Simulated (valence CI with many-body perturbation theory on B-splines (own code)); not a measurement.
S+: what the settings do

Computed by configuration interaction combined with many-body perturbation theory (CI+MBPT): five valence electrons over a frozen Dirac-Fock core [Ne], radial functions for each j: 6 s, 6 p, 5 d, 3 f, 1 g, with the one-electron correlation potential Σ1 (screened to all orders), the two-electron term Σ2, the three-electron term Σ3, Breit, model QED; selected single and double excitations, second order for the rest, scaled by the run's own slope (own B-spline code, finite nucleus).

Set against measurement, 26 paired levels are off by 240 cm⁻¹ on average, the worst by 497. Among the levels kept, up to 3200 cm⁻¹ of a level comes from second order outside the variational space, and about a tenth of that is noise between levels of different J, which matters for small intervals.

The reference run has the lowest level 3s2.3p3 4S°_3/2 and an ionisation energy of 23.3159 eV. Its largest variational space holds 9997 state functions.

Names give the largest LS component (configuration and term), which can be under half, so a name can repeat, a term be missing and a line seem to break the LS rules; names also repeat where a configuration has a term twice.

| Level | Reference (cm⁻¹) | Shift (cm⁻¹) |
| --- | --- | --- |
| 3s2.3p3 2D°_3/2 | 15109 | +23 |
| 3s2.3p3 2D°_5/2 | 15140 | -13 |
| 3s2.3p3 2P°_1/2 | 24874 | -24 |
| 3s2.3p3 2P°_3/2 | 24922 | -71 |
| 3s.3p4 4P_5/2 | 79325 | -638 |
| 3s.3p4 4P_3/2 | 79683 | -996 |
| 3s.3p4 4P_1/2 | 79871 | -1199 |
| 3s.3p4 2D_3/2 | 98046 | -694 |
| 3s.3p4 2D_5/2 | 98074 | -721 |
| 3s2.3p2.3d 2P_3/2 | 105893 | -123 |
| 3s2.3p2.3d 2P_1/2 | 106283 | -570 |
| 3s2.3p2.4s 4P_1/2 | 109490 | +704 |

The ionisation energy moves by +0.0814 eV.

Q: Which of these changes was made?
A. screening of Σ1 on → off
B. Breit term on → off
C. factor on the speed of light 1 → 10; QED terms on → off

A: C. factor on the speed of light 1 → 10; QED terms on → off.
